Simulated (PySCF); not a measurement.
**A survey of $^{17}$O NMR shifts**

PySCF 2.14 calculation with σ from GIAO-PBE0/pcSseg-1 and geometry from GFN2-xTB; one averaged value for each set of equivalent atoms, in vacuum, single conformer, no relativistic terms.

Shieldings were converted by a linear fit to measured shifts: $^{17}$O (scatter 10.7 ppm rms, 12.2 ppm with the 3 outliers that the fit left out vs liquid water, solution or neat liquid). A few per cent of atoms miss by over 2 rms, more outside the fitted compound classes.

Q: Give the $^{17}$O shifts of `COc1occp1`, `C[C@@H]1COC(=O)C(=O)O1`.

A: 
```csv
compound,environment,δ (ppm)
[CH3:1][O:2][c:3]1[o:4][cH:5][cH:6][p:7]1,O4: aromatic ring oxygen,257.6
[CH3:1][O:2][c:3]1[o:4][cH:5][cH:6][p:7]1,O2: ether oxygen,105.0
[CH3:1][C@@H:2]1[CH2:3][O:4][C:5](=[O:6])[C:7](=[O:8])[O:9]1,O8: ester carbonyl oxygen,398.6
[CH3:1][C@@H:2]1[CH2:3][O:4][C:5](=[O:6])[C:7](=[O:8])[O:9]1,O6: ester carbonyl oxygen,398.1
[CH3:1][C@@H:2]1[CH2:3][O:4][C:5](=[O:6])[C:7](=[O:8])[O:9]1,O9: ester alkoxy oxygen,179.4
[CH3:1][C@@H:2]1[CH2:3][O:4][C:5](=[O:6])[C:7](=[O:8])[O:9]1,O4: ester alkoxy oxygen,156.3
```

Q: Match the shifts 746.4, 63.6, 10.3 ppm to `FCO[C@@H]1CC[C@@H]1Cl`, `C=C/C(C)=N/[C@H]([SiH3])O[SiH3]`, `CC(=O)[Si@@H](C)[SiH2]CCl`.

A: 746.4: CC(=O)[Si@@H](C)[SiH2]CCl (carbonyl oxygen); 63.6: FCO[C@@H]1CC[C@@H]1Cl (ether oxygen); 10.3: C=C/C(C)=N/[C@H]([SiH3])O[SiH3] (oxygen bonded to C, Si).
